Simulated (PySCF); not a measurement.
C2H3F3O2Si.
Structure used (PBE0-D3(BJ)/def2-SVP), in Å, numbered top down from 1:
```xyz
11
C2H3F3O2Si angstrom
O      0.236   -1.179   -1.120
C     -0.168   -0.378   -0.314
Si     1.148    0.500    0.816
O      2.537   -0.218    0.276
C     -1.676   -0.096   -0.215
F     -1.880    1.216   -0.354
F     -2.102   -0.454    0.997
F     -2.376   -0.741   -1.127
H      0.857    0.205    2.245
H      1.116    1.967    0.571
H      2.346   -0.846   -0.437
```

Method used: TDDFT PBE0/def2-SVPD, vertical, gas phase, core orbitals frozen in the response in PySCF.

Ground-to-excited transition dipoles (e·a0, same axes as the geometry; the sign carries no meaning), for the states with f of 0.002 or more among the lowest 9:

| state | E (eV) | μx | μy | μz |
| --- | --- | --- | --- | --- |
| S2 | 5.584 | 0.121 | 0.241 | 0.271 |
| S3 | 6.635 | -0.227 | -0.080 | -0.121 |
| S5 | 7.359 | -0.014 | -0.086 | 0.081 |
| S6 | 7.456 | -0.036 | -0.191 | -0.207 |
| S7 | 7.690 | -0.297 | -0.205 | -0.268 |
| S8 | 7.855 | 0.019 | 0.093 | -0.073 |
| S9 | 8.333 | 0.611 | 0.545 | 0.696 |

Problem. Work out the oscillator strengths.

Solution. f = (2/3) ΔE |μ|² with ΔE in hartree (27.2114 eV).

```json
{"state": "S2", "|μ|² (au)": "0.146", "|μ| (D)": "0.97", "f": "0.020"}
{"state": "S3", "|μ|² (au)": "0.073", "|μ| (D)": "0.68", "f": "0.012"}
{"state": "S5", "|μ|² (au)": "0.014", "|μ| (D)": "0.30", "f": "0.003"}
{"state": "S6", "|μ|² (au)": "0.081", "|μ| (D)": "0.72", "f": "0.015"}
{"state": "S7", "|μ|² (au)": "0.202", "|μ| (D)": "1.14", "f": "0.038"}
{"state": "S8", "|μ|² (au)": "0.014", "|μ| (D)": "0.30", "f": "0.003"}
{"state": "S9", "|μ|² (au)": "1.156", "|μ| (D)": "2.73", "f": "0.236"}
```

Problem. What angle do the transition dipoles of S2 and S7 make?

Solution. |cos θ| = |μa·μb| / (|μa| |μb|) = 0.92, so θ ≈ 23° (taken between 0 and 90°, since the signs are arbitrary).

Problem. How is the summed strength of these states shared among x, y and z?

Solution. (2/3) Σ ΔE μα² gives 0.104 for x, 0.087 for y and 0.135 for z, 0.326 in all.

Problem. What peak molar absorption coefficient would the strongest computed level give as a lone Gaussian band 0.5 eV wide at half height?

Solution. ε(max) = 2.175×10⁸ f / FWHM, with the width in cm⁻¹. S9: 2.175×10⁸ × 0.2359 / 4033 ≈ 13000 L mol⁻¹ cm⁻¹.

The vertical ionisation energy (ΔSCF) is 10.51 eV, 2.18 eV above S9.

Time: 3.7 min wall; peak memory 0.93 GiB. Hardware: Arm Neoverse N1, one thread, shared host.

One conformer stands for the species.
